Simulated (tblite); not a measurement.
C4H12SSi2.
Z-matrix (Å and degrees, GFN2-xTB geometry), rows numbered from 1:
```
C 
C   1  1.4928
S   2  1.6330  1  120.31
C   2  1.4761  1  117.26  3  -179.31
Si  4  1.9329  2  105.76  1    89.83
C   4  1.5294  2  113.03  1  -147.51
Si  6  1.9003  4  115.41  2   167.70
H   1  1.0872  2  110.75  3    11.28
H   1  1.0917  2  109.35  3  -108.19
H   1  1.0900  2  110.95  3   133.34
H   4  1.0954  2  108.76  1   -25.20
H   5  1.4582  4  108.38  2    68.76
H   5  1.4646  4  108.19  2   -51.35
H   5  1.4609  4  107.62  2  -169.62
H   6  1.0957  4  107.68  2    46.65
H   6  1.0914  4  109.37  2   -67.44
H   7  1.4643  6  110.88  4    75.17
H   7  1.4669  6  108.81  4   -45.11
H   7  1.4630  6  108.66  4  -164.35
```

Method: GFN2-xTB as coded in tblite; computed harmonic values from a numerical Hessian at the method's own geometry, unscaled. Against measured fundamentals such values can be off by several per cent, at times by over 20. Modes of hydrogen on silicon can be 10 to 20 % off. One conformer, not necessarily the lowest.

Harmonic wavenumbers (cm⁻¹): 33.5, 55.8, 86.1, 97.9, 118.1, 147.6, 170.7, 214.8, 250.6, 357.9, 443.9, 467.1, 502.7, 519.7, 547.8, 568.9, 660.7, 755.1, 762.7, 768.4, 774.8, 781.1, 788.9, 801.4, 807.0, 820.3, 969.6, 982.6, 1061.9, 1091.6, 1133.7, 1200.6, 1253.8, 1283.6, 1328.3, 1384.8, 1461.6, 1466.8, 1486.6, 2237.4, 2254.8, 2264.1, 2272.1, 2294.4, 2321.1, 2909.0, 2929.4, 2978.9, 2981.3, 3001.1, 3045.4.

A = 1898, B = 862.8, C = 734.3 MHz; mass 148.020 u (most abundant isotopes); point group C1, symmetry number 1.

Question: Zero-point energy?

Answer: ½Σν̃ = 29949 cm⁻¹ = 85.63 kcal/mol.

Question: What is S at 273.15 K and 1 bar for an ideal gas of classical rigid rotors and harmonic oscillators?

Answer: Translation 40.48, rotation 29.71, vibration 34.37: S = 104.6 cal/(mol K).

Question: And Cp and H(273.15 K) − H(0)?

Answer: Cp = 41.05 cal/(mol K), of which vibrations give 33.11 (their classical limit is 51 R = 101.3); H(273.15 K) − H(0) = 6.93 kcal/mol without the zero-point energy, 4.76 from vibrations.

Question: Which modes carry the vibrational entropy at 273.15 K?

Answer: 33.5 cm⁻¹: 5.44; 55.8 cm⁻¹: 4.43; 86.1 cm⁻¹: 3.58; 97.9 cm⁻¹: 3.33; 118.1 cm⁻¹: 2.96; 147.6 cm⁻¹: 2.54 cal/(mol K); the other 45 give 12.10 together.

Question: What must be added to the electronic energy to get the Gibbs energy at 273.15 K and 1 bar?

Answer: ZPE + [H(273.15 K) − H(0)] − T·S = 85.63 + 6.93 − 28.56 = 64.00 kcal/mol.

Question: Blend soft modes into free rotors: weight 1/[1 + (100 cm⁻¹/ν̃)⁴] for the oscillator and the rest for a rotor with moment μB/(μ + B), μ = h/(8π²ν), B = 10⁻⁴⁴ kg m². What vibrational entropy results?

Answer: 30.99 cal/(mol K) in place of 34.37, which changes −T·S at 273.15 K by +0.92 kcal/mol.

Hindered rotation and anharmonicity are outside this model. Other conformers, if any are populated, would add a mixing term that is left out. The structure is chiral; the term R ln 2 for an equal mix with its mirror image is left out.

The run took 0.7 s wall on Arm Neoverse V2, one thread, on a shared host. This covers the Hessian and the dipole derivatives.
